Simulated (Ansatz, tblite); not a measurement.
Removing and adding an electron: Cu(NH3)(NH2) (CuN₂H₅). Total charge 0; singlet. Geometry: r2SCAN-D4/def2-TZVP. Ansatz, gas phase; energy differences of separate SCF runs; the oxidised species was run as a doublet alone; the reduced species was run as a doublet alone.

Cartesian coordinates in Å:
```
Cu -0.306 -0.093 0.081
N 1.502 0.172 -0.537
H 1.857 1.090 -0.283
H 1.563 0.090 -1.549
H 2.133 -0.521 -0.138
N -1.999 -0.492 0.585
H -2.655 0.208 0.241
H -2.094 -0.455 1.600
```

The xTB rows come from tblite.

Q: Estimate orbital energies and vertical ionisation energies and electron affinities at: GFN1-xTB; GFN2-xTB; PBE-D4/def2-TZVP; PBE-D4/def2-TZVPD; r2SCAN-D4/def2-TZVP; r2SCAN-D4/def2-TZVPD; PBE0-D4/def2-TZVP; PBE0-D4/def2-TZVPD.

A: 
```
               level  −HOMO (eV)  vertical IE (eV)  −LUMO (eV)  vertical EA (eV)  HOMO–LUMO gap (eV)  IE − EA (eV)                       remarks
            GFN1-xTB        8.92             12.49        5.09              1.59                3.84         10.89                             –
            GFN2-xTB        7.67             11.84        1.55             -0.29                6.12         12.13                             –
    PBE-D4/def2-TZVP        3.64              7.14        1.20                 –                2.44             –                             –
   PBE-D4/def2-TZVPD        3.90                 –        1.50             -0.27                2.39             –  HOMO above zero (-1 doublet)
 r2SCAN-D4/def2-TZVP        3.79              7.02        0.61                 –                3.18             –                             –
r2SCAN-D4/def2-TZVPD        4.01                 –        0.90             -0.34                3.10             –  HOMO above zero (-1 doublet)
   PBE0-D4/def2-TZVP        4.88              7.08        0.43                 –                4.45             –                             –
  PBE0-D4/def2-TZVPD        5.07                 –        0.81             -0.35                4.26             –  HOMO above zero (-1 doublet)
```

   A HOMO above zero means that the electron is unbound at that level or that self-interaction error raises the level; the energy of removing that electron tells which. Raw xTB energy differences between charge states are shifted by several eV; the methods need an empirical correction for them. A negative affinity means that the extra electron isn't bound; its size then hangs on the basis.
